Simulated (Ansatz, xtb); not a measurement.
# C4H8B2O: which of two isomers lies lower

Structure I: `BOB/C=C/C=C`, a singlet. Structure II: `BOB(C)C#CC`, a singlet. Both are isolated molecules in the gas phase, relaxed with B3LYP/def2-SVP; the shapes shown needn't be the lowest conformers.

I (Å):

```yaml
atoms:
  - { symbol: C, position_ang: [0.8063, -0.1397, 0.4167] }
  - { symbol: C, position_ang: [2.0327, -0.2601, 0.9841] }
  - { symbol: C, position_ang: [3.2593, 0.3276, 0.4685] }
  - { symbol: C, position_ang: [4.4617, 0.1881, 1.0545] }
  - { symbol: B, position_ang: [-2.8646, -0.5696, -0.1053] }
  - { symbol: B, position_ang: [-0.4465, -0.8013, 1.0326] }
  - { symbol: O, position_ang: [-1.6584, -0.6738, 0.4516] }
  - { symbol: H, position_ang: [-3.5808, 0.3510, 0.2162] }
  - { symbol: H, position_ang: [-3.2075, -1.3965, -0.9193] }
  - { symbol: H, position_ang: [-0.3809, -1.4525, 2.0517] }
  - { symbol: H, position_ang: [0.7262, 0.4488, -0.5079] }
  - { symbol: H, position_ang: [2.1308, -0.8450, 1.9085] }
  - { symbol: H, position_ang: [3.1731, 0.9144, -0.4540] }
  - { symbol: H, position_ang: [4.5815, -0.3914, 1.9757] }
  - { symbol: H, position_ang: [5.3612, 0.6457, 0.6349] }
```

II (Å):

```yaml
atoms:
  - { symbol: C, position_ang: [1.0741, 0.2862, 1.7066] }
  - { symbol: C, position_ang: [0.5529, 0.2819, -0.9622] }
  - { symbol: C, position_ang: [0.8926, -0.0389, -2.0896] }
  - { symbol: C, position_ang: [1.2937, -0.4190, -3.4373] }
  - { symbol: B, position_ang: [-2.1289, 2.0153, 0.8263] }
  - { symbol: B, position_ang: [0.1664, 0.6642, 0.4732] }
  - { symbol: O, position_ang: [-0.9889, 1.3441, 0.6663] }
  - { symbol: H, position_ang: [-3.1541, 1.3969, 1.0024] }
  - { symbol: H, position_ang: [-2.1070, 3.2248, 0.7963] }
  - { symbol: H, position_ang: [2.0840, 0.7142, 1.5796] }
  - { symbol: H, position_ang: [0.6647, 0.6278, 2.6692] }
  - { symbol: H, position_ang: [1.2174, -0.8077, 1.7511] }
  - { symbol: H, position_ang: [0.5400, -0.1223, -4.1850] }
  - { symbol: H, position_ang: [1.4362, -1.5099, -3.5132] }
  - { symbol: H, position_ang: [2.2494, 0.0581, -3.7119] }
```

Quicker runs give these differences E(II) − E(I): GFN2-xTB +0.9 kcal/mol; HF/STO-3G −22.2 kcal/mol (at GFN2-xTB geometries); r2SCAN-D4/def2-SVP −2.8 kcal/mol (at GFN2-xTB geometries).

Q: Estimate which is lower in electronic energy at CCSD(T)/def2-SVP + ΔMP2/def2-TZVPP, and by roughly how much.

A: The CCSD(T)/def2-SVP + ΔMP2/def2-TZVPP calculation puts structure II lower, by 3.3 kcal/mol.

Level by level:

| level | geometry | E(II) − E(I) (kcal/mol) | departure from the last row (kcal/mol) | job, with rough time for the two |
| --- | --- | --- | --- | --- |
| GFN2-xTB | GFN2-xTB | +0.9 | +4.2 | optimisation, 0.45 s |
| HF/STO-3G | GFN2-xTB | −22.2 | −18.8 | single point, 0.34 s |
| r2SCAN-D4/def2-SVP | GFN2-xTB | −2.8 | +0.5 | single point, 3.9 s |
| B3LYP/def2-SVP | B3LYP/def2-SVP | −2.0 | +1.3 | optimisation, 59 s |
| HF/def2-SVP | B3LYP/def2-SVP | −3.8 | −0.5 | part of the CCSD(T) run |
| MP2/def2-SVP | B3LYP/def2-SVP | −6.9 | −3.6 | part of the CCSD(T) run |
| CCSD(T)/def2-SVP | B3LYP/def2-SVP | −3.0 | +0.3 | single point |
| CCSD(T)/def2-SVP + ΔMP2/def2-TZVPP | B3LYP/def2-SVP | −3.3 |  | single point, 77 s |

As drawn, II has 1 C–B, 1 C≡C, 1 C–H in place of 2 C=C, 1 B–H.

GFN2-xTB puts the two in the other order. The largest departure from CCSD(T)/def2-SVP + ΔMP2/def2-TZVPP is that of HF/STO-3G, 18.8 kcal/mol. A small imaginary or near-zero mode remains, so no thermal terms are given. The last row adds to CCSD(T) the change of the MP2 difference between the two basis sets, here −0.3 kcal/mol.

The correlated steps freeze 7 core orbitals. Programs: Ansatz 0.2.0, xtb 6.7.1; the last row on 4 threads of Arm Neoverse V1 on a shared host.
